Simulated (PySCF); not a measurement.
Species: H5N2OSi2 (doublet state).
Z-matrix (Å and degrees, GFN2-xTB geometry), rows numbered from 1:
```
O 
Si  1  1.6164
N   2  1.7183  1  116.96
Si  3  1.7161  2   99.56  1  -130.83
N   4  1.7823  3   81.37  2    13.77
H   1  0.9546  2  119.76  3    21.67
H   2  1.4423  1  104.54  3   145.34
H   4  1.4535  3  119.96  2   -89.66
H   4  1.4561  3  115.15  2   125.20
H   5  1.0076  2  119.34  1     1.62
```

The hyperfine couplings belong to this conformer and change with its torsions.

As a line formula: `O[Si@@H]1[N][SiH2]N1` [radical].

The calculation used PySCF 2.14.0, UKS B3LYP, pcH-1 on H N O Si, non-relativistic, mean-field spin-orbit, GIAO. Isolated species at its GFN2-xTB geometry (one conformer only). A GFN2-xTB geometry isn't a minimum of the functional, and hyperfine couplings can be far from their values at a DFT geometry. The SCF solution wasn't tested for stability.

(1) Match the computed a_iso(29Si) values +40.6, +35.0 MHz with the sites Si2; Si4.

(2) Match the computed a_iso(14N) values +27.0, +13.2 MHz with the sites N3; N5.

Answers

(1) 
| site | a_iso (MHz) | ρ(0) (bohr⁻³) | position | distance from N3 (Å) | spin population | largest \|T\| (MHz) |
| --- | --- | --- | --- | --- | --- | --- |
| Si2 | +40.6 | -0.0457 | 1 bond from N3 | 1.72 | -0.02 | 5.7 |
| Si4 | +35.0 | -0.0395 | 1 bond from N3 | 1.72 | -0.03 | 5.2 |

(2) 
```json
{"site": "N3", "a_iso (MHz)": "+27.0", "ρ(0) (bohr⁻³)": "+0.0832", "position": "largest spin population", "distance from N3 (Å)": "0.00", "spin population": "+0.73", "largest |T| (MHz)": "66.3"}
{"site": "N5", "a_iso (MHz)": "+13.2", "ρ(0) (bohr⁻³)": "+0.0409", "position": "2 bonds from N3", "distance from N3 (Å)": "2.28", "spin population": "+0.34", "largest |T| (MHz)": "35.0"}
```

ρ(0) is the spin density at the nucleus and T the dipolar tensor; a_iso includes a spin–orbit part. Largest spin populations (Mulliken): N3 (+0.73) and N5 (+0.34).

Hardware: an Arm Neoverse V2 with one thread, shared host. Cost: 27 s (grids of density and orbitals included), 0.74 GiB resident at most.
